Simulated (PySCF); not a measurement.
H3S2, charge +1. Atoms are numbered in the order given.

```xyz
5

S      0.0995    -1.0779     0.0000
S     -0.1146     0.9888     0.0000
H     -1.2393    -1.2488     0.0000
H      0.7405     1.3376     0.9937
H      0.7405     1.3376    -0.9937
```
Charge +1, spin multiplicity 1.

Geometry optimised at B3LYP-D3(BJ)/def2-TZVP. The isomer is the one that the SMILES or the coordinates give; other isomers of the formula were not compared.

The numbers are results of HF/pcSseg-2 (PySCF), not measurements.

GIAO shieldings, no solvent; atoms alike by connectivity are averaged. δ = σ(ref) − σ: ³³S against H2S (σ = 707.7 ppm); ¹H against TMS (σ = 31.98 ppm), references at their B3LYP-D3(BJ)/def2-TZVP geometries, non-relativistic.

```
atoms   nucleus  count  δ (ppm)
------  -------  -----  -------
S1          ³³S      1      ___
S2          ³³S      1    149.9
H4, H5       ¹H      2     6.77
H3           ¹H      1      ___
```

Q: Fill in the missing entries. (The exact figures need the calculation; the answer reports its results.)

A: 
- H3, δ (ppm): 5.78
- S1, δ (ppm): 220.9
